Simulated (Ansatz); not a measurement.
Calculated with Ansatz (gas phase, PBE0-D4/def2-TZVP geometries, no zero-point term in ΔE). CCSD(T)/CBS is the MP2 limit (def2-TZVPP, def2-QZVPP) plus CCSD(T) − MP2 in def2-TZVPP, frozen cores. DFT in def2-TZVPP. For Ga outer-core shells are correlated without core-valence functions, which leaves a few kJ/mol of doubt a bond. Scalar relativity is left out up to krypton. One conformer a species, not always the lowest.

Reaction (cleavage of the B–Ga bond): `[CH3][GaH][BH]N` + `O[SiH3]` → `NBO[SiH3]` + `[CH3][GaH2]`

(1) Is it downhill or uphill in electronic energy at CCSD(T)/CBS, and by how much? (An estimate is asked.)

(2) What do these levels give: PBE-D4, r2SCAN-D4, B97M-V, r2SCAN0-D4, BLYP, BHLYP? (An estimate is asked.)

Largest T1 diagnostic among the species: 0.013.

Answers

(1) The calculation gave: Downhill: ΔE = -33.0 kcal/mol.

(2) The calculation gave: PBE-D4 -30.9, r2SCAN-D4 -34.3, B97M-V -37.2, r2SCAN0-D4 -35.1, BLYP -33.1, BHLYP -37.2 kcal/mol.

From r2SCAN to r2SCAN0 (25 % exact exchange), in def2-TZVPP and without D4, ΔE moves by −0.8 kcal/mol. Leaving LDA and LC-ωPBE aside and taking each functional with its dispersion term where it has one, the values, not all of them listed here, spread over 6.3 kcal/mol, from B97M-V to revPBE-D4. LDA lies −2.5 kcal/mol from PBE without D4. In def2-TZVPP, CCSD(T) changes the Hartree–Fock value by +6.7 kcal/mol (the triples alone add +0.7 kcal/mol) and MP2 by +6.1 kcal/mol.
